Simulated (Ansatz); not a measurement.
Geometry optimisation, Ansatz, UKS PBE0-D4/def2-SVP.

input.yaml

```yaml
crystal:
  periodic: [false, false, false]
  atoms:
    - { symbol: H, position_ang: [0.657148, 1.508639, 0.805447] }
    - { symbol: Si, position_ang: [1.266231, -1.104884, 0.32281] }
    - { symbol: Si, position_ang: [-0.861279, -1.547713, -0.525302] }
    - { symbol: C, position_ang: [-0.063905, 2.17123, 0.330646] }
    - { symbol: F, position_ang: [-0.492554, 1.578865, -0.829189] }
    - { symbol: H, position_ang: [1.583991, -1.851709, 1.584578] }
    - { symbol: H, position_ang: [2.397395, -1.24507, -0.648021] }
    - { symbol: H, position_ang: [-0.927917, -1.104748, -1.953037] }
    - { symbol: H, position_ang: [-1.142452, -3.023687, -0.480119] }
    - { symbol: H, position_ang: [-1.911781, -0.857489, 0.289192] }
    - { symbol: H, position_ang: [0.414735, 3.134562, 0.092375] }
    - { symbol: H, position_ang: [-0.919412, 2.341902, 1.01072] }
magnetization:
  spin_polarized: true
  initial_magnetization: 1
basis:
  gaussian: { orbitals: def2-SVP }
hamiltonian:
  xc: pbe0
  dispersion: d4
relax:
  f_tol: 0.03
  max_steps: 50
```

Launched with:

```bash
$ ansatz run input.yaml --threads 4 --pin off --max-ram 5120MiB --backend cpu --events-out ev --progress --plain --runs-dir out
```

**Question.** Where does it end, and by what steps?

**Answer.** The run converged. The force dipped under the threshold on the way, but the program's further checks kept it going. After 16 steps the energy has fallen by 0.078 eV; H6 moved furthest, 0.95 Å.

```
step  energy less start (eV)  largest force component (eV/Å)  accepted
   0                  0.0000                           0.454       yes
   1                 -0.0297                           0.226       yes
   2                 -0.0367                           0.287       yes
   3                 -0.0101                           0.517        no
   4                 -0.0469                           0.095       yes
   5                 -0.0514                           0.091       yes
   6                 -0.0543                           0.288       yes
   7                 -0.0592                           0.128       yes
   8                 -0.0626                           0.119       yes
   9                 -0.0650                           0.199       yes
  10                 -0.0696                           0.121       yes
  11                 -0.0738                           0.028       yes
  12                 -0.0756                           0.124       yes
  13                 -0.0771                           0.066       yes
  14                 -0.0774                           0.051       yes
  15                 -0.0782                           0.035       yes
  16                 -0.0785                           0.027       yes
```

```xyz
12
Properties=species:S:1:pos:R:3
H 0.266 1.782 1.244
Si 1.326 -1.308 0.385
Si -0.868 -1.482 -0.393
C -0.119 2.183 0.293
F 0.207 1.324 -0.728
H 1.855 -2.561 1.012
H 2.315 -0.781 -0.605
H -0.953 -1.197 -1.857
H -1.373 -2.869 -0.139
H -1.774 -0.541 0.337
H 0.333 3.168 0.097
H -1.215 2.283 0.353
```

Whether the end is a true minimum wasn't checked by a vibrational analysis.

Time of the run: 62 s on 4 threads of Arm Neoverse N1, with other jobs on the host, peak memory 0.3 GiB.
